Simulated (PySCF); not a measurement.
# What a mistake does to a calculation on BCGeH7N cation

All numbers below are calculated, not measured. The program is PySCF 2.14.0, an open-source quantum chemistry code, run on an isolated molecule that a program drew, which may never have been made. The molecule is BCGeH7N cation (charge +1, singlet), drawn as the SMILES string `C[BH][GeH+][NH2]`.

Each row is a Hartree-Fock (HF) and frozen-core CCSD(T) single point in the cc-pVDZ basis, meant for a local HF minimum. Run 1 is clean. Each other run has one planted mistake out of seven kinds, and not every kind appears here: one electron removed, one electron added, multiplicity raised by two, geometry at a saddle point, minimal basis STO-3G, one bond length entered in bohr, all coordinates scaled. The reference is restricted for singlets and unrestricted otherwise, and also for a bond in bohr. Adding or removing an electron swaps singlet and doublet. Electrons count all cores. HOMO and LUMO are orbital energies over both spins, the gradient is its largest component, and the lowest frequency (negative if imaginary) is given only where the gradient is small. Bond lengths are over the 10 bonds as drawn. T1 is the CCSD diagnostic: over 0.02 (restricted) or 0.045 (unrestricted) a single reference is doubtful. Germanium has the cc-pVDZ-PP basis, with a core potential (ECP10MDF) in place of its 10 inner electrons, and its 3s, 3p and 3d shells are frozen in CCSD(T).

Geometry of the clean run:
```xyz
11
BCGeH7N cation, angstrom
C     0.2973    2.4696    0.9892
B     0.6628    1.0151    0.5918
Ge   -0.5200   -0.6308    1.2017
N    -1.7875   -1.2791    0.1984
H    -0.7412    2.6618    1.2561
H     0.9105    2.6773    1.8827
H     0.6270    3.1830    0.2311
H     1.6383    0.6852   -0.0071
H    -0.4201   -1.4250    2.4902
H    -2.3473   -2.0700    0.4668
H    -2.0323   -0.9164   -0.7057
```

| run | electrons | basis functions | <S^2> | HOMO (eV) | LUMO (eV) | gradient (hartree/bohr) | lowest frequency (cm^-1) | mean bond (Å) | longest bond (Å) | T1 | HF (hartree) | CCSD(T) (hartree) | mistake |
|---|---|---|---|---|---|---|---|---|---|---|---|---|---|
| 1 | 56 | 100 | 0.000 | -16.50 | -3.92 | 1.2e-05 | 34 | 1.3413 | 2.117 | 0.0169 | -414.21745 | -414.75785 | no fault |
| 2 | 57 | 100 | 0.769 | -5.42 | 1.68 | 4.2e-02 | - | 1.3413 | 2.117 | 0.0195 | -414.38840 | -414.93679 | one electron added |
| 3 | 56 | 100 | 2.013 | -11.66 | -8.11 | 7.0e-02 | - | 1.3413 | 2.117 | 0.0212 | -414.04374 | -414.57377 | multiplicity raised by two |
| 4 | 56 | 100 | 0.848 | -14.97 | -4.40 | 4.0e-02 | - | 1.4793 | 2.932 | 0.0401 | -414.07711 | -414.59732 | one bond length entered in bohr |
| 5 | 55 | 100 | 0.777 | -22.29 | -14.48 | 8.0e-02 | - | 1.3413 | 2.117 | 0.0254 | -413.64793 | -414.17706 | ? |

**Which mistake was planted in run 5, and what did it cost?**

It counts 55 electrons, one fewer than the clean run, at the same geometry and basis. So the mistake is: one electron removed. Subtracting run 1 and multiplying by 627.51 kcal/mol a hartree, the energy moved by 357.4 kcal/mol in HF and 364.5 kcal/mol in CCSD(T).

